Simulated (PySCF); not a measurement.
Spinor energies of Ne⁺ (neon, charge +1)

Start: [He] 2s2 2p4 3s1; 2p1/2 filled at m_j = +1/2; 2p3/2 filled at m_j = -1/2, +1/2, +3/2; 3s1/2 filled at m_j = +1/2. Calculated with PySCF 2.14 in x2c-SVPall-2c with one added diffuse shell of s type (4s2p1d, 15 functions): generalised Hartree-Fock with the X2C-1e Hamiltonian and a Gaussian nucleus; one run each with spin-orbit coupling (SO) switched off, then screened by Boettger's factors. This is a chosen level, not necessarily the ground level.

```json
{"spinor shell": "1s1/2", "electrons": "2", "ε, spin-free (eV)": "-932.15", "ε, screened SO (eV)": "-932.14", "weight of nominal j (screened SO)": "1.000", "rms radius, screened SO (bohr)": "0.183"}
{"spinor shell": "2s1/2", "electrons": "2", "ε, spin-free (eV)": "-81.242", "ε, screened SO (eV)": "-81.237", "weight of nominal j (screened SO)": "1.000", "rms radius, screened SO (bohr)": "0.916"}
{"spinor shell": "2p3/2", "electrons": "3", "ε, spin-free (eV)": "-57.715", "ε, screened SO (eV)": "-59.321", "weight of nominal j (screened SO)": "0.661", "rms radius, screened SO (bohr)": "0.915"}
{"spinor shell": "2p1/2", "electrons": "1", "ε, spin-free (eV)": "-57.715", "ε, screened SO (eV)": "-52.918", "weight of nominal j (screened SO)": "0.662", "rms radius, screened SO (bohr)": "0.948"}
{"spinor shell": "3s1/2", "electrons": "1", "ε, spin-free (eV)": "-12.937", "ε, screened SO (eV)": "-12.937", "weight of nominal j (screened SO)": "1.000", "rms radius, screened SO (bohr)": "2.86"}
```

```csv
quantity,spin-free,screened SO
E (hartree),-126.80525,-126.80667
M_J,5/2,5/2
⟨J²⟩,8.754,8.754
⟨L²⟩,2.001,2.002
⟨S²⟩,3.752,3.752
```

Each row is a mean over spinors that exchange with the open shell spreads, by up to 13.266 eV (2s1/2).

Rows whose weight is well below 1 are mixtures of j = l ± 1/2: exchange outweighs spin-orbit coupling there, and the label is only the starting occupation.

Without spin-orbit coupling the j labels of p, d and f shells carry no meaning; the spin-free column gives the mean over the occupied spinors of each nl shell.
